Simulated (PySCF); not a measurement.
C₂H₃Cl₂FSi, SMILES [Si@H](C(Cl)=C)(F)Cl. Atoms are numbered in the order given.

```xyz
9

C     -2.0322     0.1670    -1.0057
C     -1.0610    -0.3188    -0.2269
Cl    -1.4153    -1.2517     1.2203
Si     0.7579    -0.0967    -0.5621
F      0.8760     0.7073    -1.9675
Cl     1.6174     1.0470     0.9167
H     -1.7661     0.7392    -1.8987
H     -3.0922     0.0146    -0.7831
H      1.4883    -1.3739    -0.6749
```

Geometry optimised at B3LYP-D3(BJ)/def2-SVP. The structure was generated by enumeration; whether it is a known compound was not checked. Other conformers were not sampled.

All values below come from B3LYP/pcSseg-1 run with PySCF.

GIAO shieldings, no solvent; atoms alike by connectivity are averaged. δ = σ(ref) − σ: ¹³C against TMS (σ = 181.3 ppm); ³⁵Cl against HCl (σ = 933.3 ppm); ²⁹Si against TMS (σ = 338.7 ppm); ¹⁹F against CFCl3 (σ = 161.7 ppm); ¹H against TMS (σ = 31.68 ppm), references at their B3LYP-D3(BJ)/def2-TZVP geometries, non-relativistic (without spin–orbit terms, shifts of atoms bonded to Cl or Br come out too high).

| nucleus | atoms | count | δ (ppm) |
|---|---|---|---|
| ¹³C | C2 | 1 | 154.7 |
| ¹³C | C1 | 1 | 141.7 |
| ³⁵Cl | Cl3 | 1 | 247.2 |
| ³⁵Cl | Cl6 | 1 | 59.1 |
| ²⁹Si | Si4 | 1 | -12.7 |
| ¹⁹F | F5 | 1 | -167.6 |
| ¹H | H7, H8 | 2 | 6.65 |
| ¹H | H9 | 1 | 5.52 |
